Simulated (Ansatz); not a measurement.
Reactions of CH6BClSSi, SMILES `BS[SiH](C)Cl`.

Program: Ansatz. Geometries: PBE0-D4/def2-TZVP. ΔE: electronic, gas phase. CBS: MP2 limit from def2 TZ/QZ plus the TZ coupled-cluster correction, frozen cores. This one scheme is used for every species. DFT in def2-TZVPP. Elements past krypton have def2 core potentials. For Ge, Sb outer-core shells are correlated without core-valence functions, which leaves a few kJ/mol of doubt a bond. Scalar relativity is left out up to krypton. One conformer a species, not always the lowest.

| reaction | CCSD/CBS(def2) (kcal/mol) | ωB97X-V (kcal/mol) | PBE-D4 (kcal/mol) | CCSD(T)/CBS(def2) (kcal/mol) |
| --- | --- | --- | --- | --- |
| `BS[SiH](C)Cl` + `BN` → `BN[SiH](C)Cl` + `BS` | 0.0 | 0.4 | 3.0 | 0.6 |
| `BS[SiH](C)Cl` + `C=NC=O` → `C=N[SiH](C)Cl` + `BSC=O` | 2.7 | 3.4 | 2.8 | 2.5 |
| `BS[SiH](C)Cl` + `[NH2][AlH2]` → `C[SiH](Cl)[NH][AlH2]` + `BS` | -4.2 | -3.9 | -1.6 | -3.6 |
| `BS[SiH](C)Cl` + H₂ → `C[SiH2]Cl` + `BS` | 7.7 | 7.9 | 10.2 | 9.4 |
| `BS[SiH](C)Cl` + `C[SiH2][SiH](F)Cl` → `B[SiH](F)Cl` + `C[SiH2]S[SiH](C)Cl` | 8.8 | 9.6 | 12.5 | 9.4 |
| `BS[SiH](C)Cl` + stibine → `C[SiH](Cl)[SbH2]` + `BS` | 4.8 | 6.0 | 4.4 | 4.9 |
| `BS[SiH](C)Cl` + `S[CH2][GeH3]` → `BS[CH2][GeH3]` + `C[SiH](S)Cl` | -3.6 | -3.8 | -4.5 | -3.7 |
| `BS[SiH](C)Cl` + `[CH3][GeH]([NH2])[F]` → `B[NH][GeH]([CH3])[F]` + `C[SiH](S)Cl` | -11.7 | -11.6 | -10.1 | -11.2 |
| `BS[SiH](C)Cl` + `OCO[SiH3]` → `BOCO[SiH3]` + `C[SiH](S)Cl` | -13.6 | -13.7 | -11.2 | -13.0 |

Largest T1 diagnostic: 0.018, for `BSC=O`.
